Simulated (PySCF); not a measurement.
Energy landscape of F2Zn, singlet: symmetric bend, bond length relaxed. Scanned: F-Zn-F angle. Other coordinates (Zn-F bond length) were minimised at PBE0/def2-TZVP.

CCSD on RHF/def2-TZVP, 7 core orbitals frozen (PySCF); MP2 on RHF/def2-TZVP, 7 core orbitals frozen (PySCF); RKS-LDA (SVWN5)/6-31G* = PySCF with restricted LDA (SVWN5)/6-31G*, spherical d.

Energies in mEh, each method relative to its own lowest point.

| a / ° | CCSD | MP2 | RKS-LDA (SVWN5)/6-31G* |
|---|---|---|---|
| 180 | 0.0 | 0.0 | 0.0 |
| 170 | 0.9 | 1.0 | 0.9 |
| 160 | 3.7 | 3.9 | 3.5 |
| 150 | 8.2 | 8.7 | 8.1 |
| 140 | 14.5 | 15.2 | 14.6 |
| 130 | 22.3 | 23.3 | 22.8 |
| 120 | 31.7 | 32.9 | 32.9 |
| 110 | 42.7 | 44.1 | 44.9 |
| 100 | 55.9 | 57.3 | 58.5 |
| 90 | 72.3 | 73.6 | 74.3 |
| 80 | 94.4 | 95.5 | 95.4 |
